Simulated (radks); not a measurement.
Results of a calculation; reference values are marked as such.
Question: Hg VIII, configuration [Xe] 4f14 5d5. Code: a radial shooting solver on a logarithmic mesh with Libxc functionals. Model: Dirac Kohn-Sham, LDA (Slater exchange, Perdew-Wang correlation), spin-unpolarised, spherical densities, finite nucleus; open shells are shared between the two j in proportion to 2j + 1; Fermi nuclear charge, rms radius 5.4648 fm. Some entries of the table are withheld. Estimate them.

| orbital | occ. | eigenvalue (eV) | <1/r> (bohr^-1) | <r> (bohr) |
|---|---|---|---|---|
| 1s1/2 | 2 | -83039.54 | (1) | 0.01661 |
| 2s1/2 | 2 | -14798.12 | 24.00 | 0.06930 |
| 2p1/2 | 2 | -14211.84 | (2) | 0.05694 |
| 2p3/2 | 4 | -12266.34 | (3) | 0.06561 |
| 3s1/2 | 2 | -3593.676 | 8.806 | 0.1803 |
| 3p1/2 | 2 | -3327.816 | 8.726 | 0.1705 |
| 3p3/2 | 4 | -2896.921 | 7.533 | 0.1864 |
| 3d3/2 | 4 | -2453.262 | 7.435 | 0.1621 |
| 3d5/2 | 6 | -2360.831 | 7.165 | 0.1670 |
| 4s1/2 | 2 | -873.5120 | 3.735 | 0.3993 |
| 4p1/2 | 2 | -759.3141 | 3.628 | 0.4011 |
| 4p3/2 | 4 | -654.9380 | 3.212 | 0.4355 |
| 4d3/2 | 4 | -467.3947 | (4) | (5) |
| 4d5/2 | 6 | -447.9127 | (6) | (7) |
| 5s1/2 | 2 | -223.0078 | 1.555 | 0.8865 |
| 4f5/2 | 6 | -206.0868 | 2.562 | 0.4767 |
| 4f7/2 | 8 | -201.8602 | 2.525 | 0.4832 |
| 5p1/2 | 2 | (8) | 1.442 | 0.9435 |
| 5p3/2 | 4 | (9) | 1.300 | 1.024 |
| 5d3/2 | 2 | (10) | 1.072 | 1.215 |
| 5d5/2 | 3 | (11) | 1.044 | 1.243 |

Answer: 
(1) 1s1/2 <1/r> (bohr^-1): 97.42
(2) 2p1/2 <1/r> (bohr^-1): 23.97
(3) 2p3/2 <1/r> (bohr^-1): 19.41
(4) 4d3/2 <1/r> (bohr^-1): 3.014
(5) 4d3/2 <r> (bohr): 0.4423
(6) 4d5/2 <1/r> (bohr^-1): 2.918
(7) 4d5/2 <r> (bohr): 0.4534
(8) 5p1/2 eigenvalue (eV): -184.1734
(9) 5p3/2 eigenvalue (eV): -164.2583
(10) 5d3/2 eigenvalue (eV): -108.3296
(11) 5d5/2 eigenvalue (eV): -105.6054
